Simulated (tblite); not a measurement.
Species: C7H6N2.
Bonds: C1–C2 (aromatic), C2–C3 (aromatic), C3–C4 (aromatic), C4–N5 (aromatic), N5–N6 (aromatic), N6–C7 (aromatic), C7–C8 (aromatic), C8–C9 (aromatic), C1–C9 (aromatic), C4–C8 (aromatic). Hydrogens: H10 on C1; H11 on C2; H12 on C3; H13 on N5; H14 on C7; H15 on C9.

Computed with GFN2-xTB (tblite), gas phase: L-BFGS steps from a force-field or distance-geometry start until the largest atomic force falls under 0.01 eV/Å.

Step 0: E = -649.3041 eV
```
atom  x, y, z in Å  |  force x, y, z in eV/Å
C1     -1.8918    0.5420    0.0338   -0.770   1.018   0.012
C2     -1.7995   -0.8326   -0.0032    1.258  -1.021   0.079
C3     -0.5249   -1.4192   -0.0184   -1.284  -0.919  -0.112
C4      0.6168   -0.6370   -0.0312   -0.928  -1.782   0.161
N5      1.9467   -0.9473   -0.0392   -1.022  -0.849  -0.084
N6      2.6243    0.1780   -0.0368    0.594   2.445   0.075
C7      1.7610    1.2275   -0.0059    2.483  -1.277  -0.023
C8      0.4665    0.7439    0.0105   -0.027   0.422  -0.111
C9     -0.7735    1.3406    0.0359   -0.840   0.870   0.034
H10    -2.8917    0.9843    0.0611    0.392  -0.009  -0.024
H11    -2.6990   -1.4474    0.0054    0.406   0.148  -0.025
H12    -0.4631   -2.5036   -0.0421    0.097   0.100   0.009
H13     2.3681   -1.9122   -0.0610   -0.444   1.711   0.018
H14     2.0812    2.2575    0.0108    0.228  -0.406  -0.019
H15    -0.8256    2.4335    0.0583   -0.143  -0.451   0.008
```

Task: Estimate the geometry and energy of step 1. (The exact step hangs on the optimiser's Hessian estimate; all steps are aligned on step 0, rigid shifts and turns removed.)

Result: E = -649.5305 eV, largest force 1.078 eV/Å
```
atom  x, y, z in Å  |  force x, y, z in eV/Å
C1     -1.9028    0.5566    0.0340    0.150  -0.376  -0.025
C2     -1.7815   -0.8471   -0.0021   -0.288   0.581   0.101
C3     -0.5433   -1.4324   -0.0200   -0.194  -0.938  -0.084
C4      0.6035   -0.6625   -0.0289   -0.377   0.227   0.143
N5      1.9321   -0.9594   -0.0404   -0.297   0.935  -0.044
N6      2.6328    0.2129   -0.0358    0.767  -0.758   0.012
C7      1.7965    1.2092   -0.0062    0.037   0.315   0.033
C8      0.4661    0.7500    0.0089    0.075  -0.500  -0.101
C9     -0.7855    1.3531    0.0364   -0.093   0.025  -0.001
H10    -2.8861    0.9842    0.0607   -0.186   0.164  -0.008
H11    -2.6932   -1.4453    0.0051    0.398   0.107  -0.022
H12    -0.4617   -2.5022   -0.0419    0.011  -0.378  -0.003
H13     2.3618   -1.8877   -0.0608   -0.097   0.854   0.001
H14     2.0845    2.2516    0.0106    0.291  -0.427  -0.020
H15    -0.8277    2.4271    0.0584   -0.197   0.168   0.018
```

The energy changes by -0.2264 eV. The first-order estimate −F·Δx gives -0.4622 eV and the mean of the old and new forces, exact on a quadratic surface, -0.2249 eV. The step makes an angle of 0° with the force vector and moves no atom by more than 0.040 Å.

Run on one thread of an x86-64 server (shared host).
